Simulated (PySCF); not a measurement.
## Atomic charges by several schemes

C6H18N2Si.
Structure used (GFN2-xTB), in Å, numbered top down from 1:
```xyz
27
C6H18N2Si angstrom
C     -0.9954    2.3233   -0.0357
C     -0.5789    1.2864   -1.0765
N     -0.2763   -0.0068   -0.4991
N     -1.4644   -0.7251   -0.2261
C     -1.6279   -1.0824    1.1648
C     -1.6054   -1.8742   -1.0981
Si     1.2977   -0.4815    0.0402
C      1.6901   -0.1526    1.8828
C      2.5869    0.4583   -0.9865
H     -1.2262    3.2699   -0.5185
H     -0.1909    2.4798    0.6789
H     -1.8770    1.9787    0.4982
H     -1.3936    1.1489   -1.7946
H      0.3020    1.6361   -1.6152
H     -1.4415   -0.2058    1.7804
H     -0.9533   -1.8898    1.4830
H     -2.6579   -1.4074    1.3147
H     -1.4481   -1.5507   -2.1249
H     -0.8935   -2.6772   -0.8663
H     -2.6188   -2.2613   -0.9984
H      1.4231   -1.9294   -0.2112
H      1.0718   -0.7464    2.5495
H      2.7259   -0.3963    2.1016
H      1.5419    0.8916    2.1475
H      2.4098    0.3569   -2.0518
H      3.5773    0.0667   -0.7798
H      2.6025    1.5167   -0.7468
```

Density: PBE0/pcSseg-1 (PySCF); schemes: Mulliken, IAO, Hirshfeld and ESP-fitted. Geometry: GFN2-xTB, one conformer, isolated molecule.

**Question.** Tabulate the Mulliken, IAO, Hirshfeld and ESP-fitted charges.

**Answer.** In e; atoms taken as equivalent share a row and are averaged (×n: the atom named and its like, n in all):

```
       atom                   environment  Mulliken     IAO  Hirshfeld  ESP-fitted
         C1                 methyl carbon    -0.287  -0.428     -0.129      -0.408
         C2  sp3 carbon bound to nitrogen    +0.006  -0.130     -0.030      +0.085
         N3            hydrazine nitrogen    -0.641  -0.438     -0.132      -0.429
         N4            hydrazine nitrogen    -0.427  -0.163     -0.044      -0.009
      C5/C6               N-methyl carbon    -0.084  -0.305     -0.080      -0.455
        Si7                   SiH silicon    +0.891  +1.000     +0.391      +1.018
      C8/C9              Si-methyl carbon    -0.642  -0.729     -0.219      -0.825
H10/H11/H12               methyl hydrogen    +0.110  +0.136     +0.036      +0.110
    H13/H14            methylene hydrogen    +0.110  +0.132     +0.035      +0.058
   H15 (×6)               methyl hydrogen    +0.108  +0.133     +0.037      +0.158
        H21                 Si–H hydrogen    -0.093  -0.154     -0.093      -0.211
   H22 (×6)               methyl hydrogen    +0.135  +0.152     +0.039      +0.186
```

Mean size of the charges over all atoms: ESP-fitted 0.268 e, IAO 0.250 e, Mulliken 0.215 e, Hirshfeld 0.076 e. Each set sums to the total charge, 0, to within 0.001 e. The Mulliken scheme gives each basis function's population to the atom it is centred on and halves the overlap population of two atoms between them.

Some averages cover members that differ in this geometry: C5/C6, ESP-fitted -0.487 to -0.422; C8/C9, ESP-fitted -0.854 to -0.795; H22 (×6), ESP-fitted +0.164 to +0.217; H15 (×6), IAO +0.103 to +0.150 e.

Lowest charge. All schemes agree: Mulliken C8/C9 (-0.642); IAO C8/C9 (-0.729); Hirshfeld C8/C9 (-0.219); ESP-fitted C8/C9 (-0.825).

Highest charge. All schemes agree: Mulliken Si7 (+0.891); IAO Si7 (+1.000); Hirshfeld Si7 (+0.391); ESP-fitted Si7 (+1.018).

**Question.** How closely do the schemes follow one another over all atoms?

**Answer.** Correlation coefficient and root-mean-square difference: IAO with Hirshfeld 0.99, 0.226 e; IAO with ESP-fitted 0.98, 0.079 e; Hirshfeld with ESP-fitted 0.96, 0.261 e; Mulliken with IAO 0.95, 0.103 e; Mulliken with Hirshfeld 0.94, 0.207 e; Mulliken with ESP-fitted 0.91, 0.156 e.

**Question.** Sum the charges by element, for elements with more than one atom.

**Answer.** 
| element | atoms | Mulliken | IAO | Hirshfeld | ESP-fitted |
| --- | --- | --- | --- | --- | --- |
| C | 6 | -1.735 | -2.626 | -0.757 | -2.882 |
| N | 2 | -1.067 | -0.601 | -0.176 | -0.439 |
| H | 18 | +1.911 | +2.226 | +0.541 | +2.302 |

**Question.** How many electrons does the Hirshfeld scheme count on N3?

**Answer.** Z − q = 7 − (-0.132) = 7.132.

These values come from a run that also computed NMR shieldings. The run took 69 s of wall time (with the writing of density and orbital grids) on one thread of an Intel Xeon Platinum 8488C, on a shared host, and the process peaked at 1.2 GiB of memory.
